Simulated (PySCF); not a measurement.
Geometries of 2 isomers of C7H7 (doublet state), from PBE0-D3(BJ)/def2-SVP geometry optimisation, gas phase in PySCF. One conformer each, no zero-point energy, no frequencies.

Question: Which is lower in electronic energy at this level?
A.
```xyz
14
angstrom
C     -1.592    0.643    0.011
C     -1.451   -0.718    0.124
C     -0.124   -1.446    0.133
C      0.920   -0.416   -0.003
C      2.159    0.407   -0.138
C      0.740    0.892   -0.111
C     -0.492    1.554   -0.116
H     -2.607    1.053    0.017
H     -2.352   -1.333    0.215
H     -0.010   -2.047    1.059
H     -0.084   -2.204   -0.678
H      2.812    0.573    0.735
H      2.721    0.411   -1.087
H     -0.641    2.631   -0.204
```
B.
```xyz
14
angstrom
C     -0.051   -1.620   -0.105
C      1.145   -1.247    0.358
C      1.397    0.095    0.845
C      0.745    1.219    0.430
C     -0.262    1.286   -0.602
C     -1.148    0.321   -0.938
C     -1.349   -0.923   -0.117
H      1.974   -1.965    0.383
H      2.240    0.219    1.532
H      1.119    2.177    0.807
H     -0.276    2.208   -1.193
H     -1.753    0.447   -1.841
H     -1.630   -0.667    0.925
H     -2.153   -1.551   -0.528
```

Answer: B. That is `C1C=CC=CC[C]=1` [radical], 10.7 kcal/mol below the other.

```json
{"SMILES": "[C]1=CC=CC=CC1", "atoms numbered as above": "[C:1]1=[CH:2][CH:3]=[CH:4][CH:5]=[CH:6][CH2:7]1", "E (Eh)": "-270.32006", "relative (kcal/mol)": "0.0", "relative (kJ/mol)": "0.0", "dipole (D)": "0.69", "⟨S²⟩": "0.774"}
{"SMILES": "C1=CC[C]2CC2=C1", "atoms numbered as above": "[CH:1]1=[CH:2][CH2:3][C:4]2[CH2:5][C:6]2=[CH:7]1", "E (Eh)": "-270.30304", "relative (kcal/mol)": "10.7", "relative (kJ/mol)": "44.7", "dipole (D)": "0.77", "⟨S²⟩": "0.804"}
```

As drawn, the higher has a three-membered ring, which the lower lacks.
